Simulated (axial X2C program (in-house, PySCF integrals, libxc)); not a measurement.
**Low determinants of TaO⁻ at the PBE0 level, without spin–orbit coupling**

Computed with an in-house relativistic program for diatomic molecules. Spin-free means the one-electron spin-free X2C Hamiltonian. Basis: Ta dyall-av3z [14s15p10d7f2g], O dyall-av3z [7s6p3d2f] (cores contracted in-house); Gaussian nuclei, density fitting, unrestricted open shells. Masses: Ta 180.948 u, O 15.995 u.

Search at 1.721 Å (vertical energies from the lowest determinant):

```
ΔE (eV)           state  electrons beyond evenly filled partner blocks  electrons in σ, π, δ, φ
   0.00  M_S = 1, Λ = 0                                       δ+α, δ-α               32 32 14 4
   0.70  M_S = 1, Λ = 3                                       π+α, δ+α               32 33 13 4
   0.78  M_S = 0, Λ = 0                                       δ+β, δ-α               32 32 14 4
   0.78  M_S = 0, Λ = 4                                       δ+α, δ+β               32 32 14 4
   0.78  M_S = 1, Λ = 1                                       π-α, δ+α               32 33 13 4
   0.91  M_S = 0, Λ = 3                                       π+α, δ+β               32 33 13 4
   0.91  M_S = 0, Λ = 1                                       π-α, δ+β               32 33 13 4
```

Lowest determinant, M_S = 1, Λ = 0 (beyond evenly filled blocks: δ+α, δ-α): Re = 1.718 Å, ωe = 963.3 cm⁻¹.

The determinant in row 2 of the search, M_S = 1, Λ = 3 (beyond evenly filled blocks: π+α, δ+α), was followed along the bond at PBE0; measured from the minimum of the lowest determinant it gives:

Te = 0.700 eV (5645 cm⁻¹), Re = 1.712 Å, ωe = 946.4 cm⁻¹.

Task: Compare the bond of the determinant in row 2 with that of the lowest one.

Result: At PBE0 its Re is 0.006 Å shorter and its force constant, which goes as ωe², is 0.97 times that of the lowest determinant. T0 ≈ Te + Δωe/2 = 5645 + (-8) = 5637 cm⁻¹.

The search compares states at one distance, so a state with another bond length can lie lower; it is not exhaustive and yields mostly the lowest determinant of each block pattern, so other components and higher states of one pattern are missing. These are energies of single determinants, not of spin-adapted states; PBE0 term energies can be off by some tenths of an eV, and the functional has no current term. The lowest determinant need not be the ground state where others lie within half an eV. For an anion, determinants above electron detachment are held by the basis set. Spin–orbit coupling is large for these atoms, so the spin-free order is a model. The highest occupied level of some functionals is positive through self-interaction error; at Hartree–Fock it is bound. Row 1 is spin-contaminated (⟨S²⟩ = 2.16 against 2.00), so its values are not those of a pure state. Row 1 has a positive highest level at its minimum. Row 2 has a positive highest level at its minimum.
